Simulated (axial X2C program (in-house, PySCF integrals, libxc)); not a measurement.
## Working with the constants of SBr⁻

A bond curve at the CCSD(T) level, 2c, was computed with an in-house all-electron X2C program for linear molecules (integrals from PySCF) (basis Br dyall-acv3z [9s10p7d5f1g], S dyall-av3z [9s8p3d2f] (cores contracted in-house)) for the state Ω = 0 (closed shell). Its fit gives Re = 2.2760 Å, ωe = 360.2 cm⁻¹, ωexe = 1.48 cm⁻¹ and αe = 8.207e-04 cm⁻¹; the masses are 78.9183 and 31.9721 u. Two-component means X2C with spin–orbit coupling and atomic mean-field Coulomb and Gaunt terms.

Correlated methods: 14 electrons correlated (number of frozen shells: Br 3 s, 2 p, 1 d; S 2 s, 1 p), 242 virtual spin orbitals or spinors in MP2, 90 natural virtuals in coupled cluster.

**Question.** Find the reduced mass, Be and the force constant.

**Answer.** From the CCSD(T) values: μ = 22.7539 u. Be = 16.8576/(μ Re²) = 0.143 cm⁻¹. k = 5.8918×10⁻⁷ μ ωe² = 1.74 mdyn/Å.

**Question.** Estimate De from a Morse curve and compare with the computed well depth of 1.556 eV to Br- + S.

**Answer.** De(Morse) = ωe²/(4ωexe) = 2.717 eV against 1.556 eV computed, a ratio of 1.75. The extrapolation overshoots: the well softens faster than a Morse curve, or the lowest atomic limit lies below the one to which the curve heads.

**Question.** Where do the fundamental and the first overtone lie?

**Answer.** ν(1←0) = ωe − 2ωexe = 357.2 cm⁻¹; ν(2←0) = 2ωe − 6ωexe = 711.5 cm⁻¹.

**Question.** Give B0, the J = 1←0 line in GHz and the most populated J at 300 K (kT = 208.5 cm⁻¹).

**Answer.** B0 = Be − αe/2 = 0.1426 cm⁻¹; 2B0 = 8.551 GHz; J(max) ≈ √(kT/2B0) − 1/2 = 26.5, so J = 27.

**Question.** Estimate the centrifugal constant by the Kratzer relation.

**Answer.** D = 4Be³/ωe² = 9.02e-08 cm⁻¹.

Occupations by symmetry block were frozen at the best pattern of an incomplete PBE0 search. Dissociation energies refer to the lowest single-determinant-based atoms at the same level and basis. CCSD and (T) use frozen natural virtuals with an MP2 correction for the truncation; (T) itself is uncorrected, so its De runs slightly low.
